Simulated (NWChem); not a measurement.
Species: CH$_{7}$NOSi; SMILES CO[SiH2]N

```xyz
11

Si    -0.4224    -0.5288    -0.0002
N      0.4856    -1.9819     0.0003
O      0.5526     0.8277    -0.0006
C      0.0711     2.1389    -0.0006
H     -1.2697    -0.5081    -1.2321
H     -1.2699    -0.5072     1.2316
H      0.9883    -2.2623     0.8349
H      0.9882    -2.2629    -0.8340
H     -0.5435     2.3613    -0.8941
H     -0.5430     2.3615     0.8932
H      0.9243     2.8354    -0.0009
```
Atoms are numbered in this order, from 1.

Level: PBE0/def2-SVP (NWChem), optimised geometry, unscaled harmonic frequencies. 

| frequency (cm⁻¹) | IR intensity (km/mol) |
|---|---|
| 52 | 2.2 |
| 112 | 0.7 |
| 163 | 13.3 |
| 242 | 19.7 |
| 305 | 16.7 |
| 429 | 218.8 |
| 565 | 39.5 |
| 756 | 75.4 |
| 786 | 25.6 |
| 874 | 0.7 |
| 901 | 68.5 |
| 951 | 252.1 |
| 955 | 225.8 |
| 1171 | 128.2 |
| 1181 | 1.0 |
| 1226 | 165.7 |
| 1475 | 3.0 |
| 1477 | 4.7 |
| 1478 | 11.6 |
| 1548 | 47.2 |
| 2222 | 182.8 |
| 2228 | 92.1 |
| 2999 | 72.9 |
| 3070 | 47.0 |
| 3128 | 31.4 |
| 3615 | 34.4 |
| 3713 | 40.2 |

The zero-point energy is 53.8 kcal/mol and the thermal correction to the enthalpy at 298.15 K (with zero-point energy) comes out as 58.6 kcal/mol. The heat capacity Cv is 22.0 cal/(mol K) and the entropy at 298.15 K and 1 atm (symmetry number 1) is 80.2 cal/(mol K). The dipole moment comes out as 0.53 D.

Rigid rotor and harmonic oscillator; modes under 100 cm⁻¹ make the entropy uncertain.
